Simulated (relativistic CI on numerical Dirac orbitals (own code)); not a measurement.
# Lu4+ (4f13) in a crystal field

Calculated by Dirac-Coulomb-Breit CI, KLI orbitals optimised for each configuration, model QED, valence Slater integrals scaled by 0.75, one configuration in a parametric crystal field (own radial code).

Field parameters in Wybourne normalisation; cubic f-shell fields have B⁴₄ = √(5/14) B⁴₀ and B⁶₄ = −√(7/2) B⁶₀. The field is a parameter set, without covalency.

S is read from ⟨S²⟩ = S(S + 1).

Powder χT (cm³ K mol⁻¹) by Van Vleck's formula, with temperature-independent terms:

```csv
Field,2 K,5 K,10 K,20 K,50 K,100 K,200 K,300 K
"D3d, B20 = -1150, B40 = 1550, B43 = 20, B60 = -700, B63 = 680, B66 = -900 cm⁻¹",1.86,1.86,1.87,1.88,1.92,1.98,2.11,2.23
"D3h, B20 = 680, B40 = -1050, B60 = -320, B66 = 110 cm⁻¹",0.455,0.586,0.804,1.2,1.84,2.2,2.42,2.49
"D3h, B20 = 440, B40 = -520, B60 = -300, B66 = -140 cm⁻¹",0.45,0.574,0.779,1.18,1.98,2.35,2.5,2.54
"D3h, B20 = -490, B40 = -90, B60 = -970, B66 = 990 cm⁻¹",1.23,1.25,1.28,1.34,1.53,1.82,2.22,2.39
"D3h, B20 = 1360, B40 = -710, B60 = 210, B66 = 680 cm⁻¹",1.41,1.51,1.67,1.95,2.3,2.43,2.48,2.5
"Oh, B40 = 3430, B60 = 1030 cm⁻¹",0.673,0.682,0.697,0.726,0.814,0.961,1.25,1.53
```

Q: For D3h, B20 = 680, B40 = -1050, B60 = -320, B66 = 110 cm⁻¹: what effective moment follows at 300 K?

A: μ_eff = √(8χT) = 4.46 μB. The LS value g√(J(J + 1)) of the free ion's ²F°7/2 level is 4.54 μB.
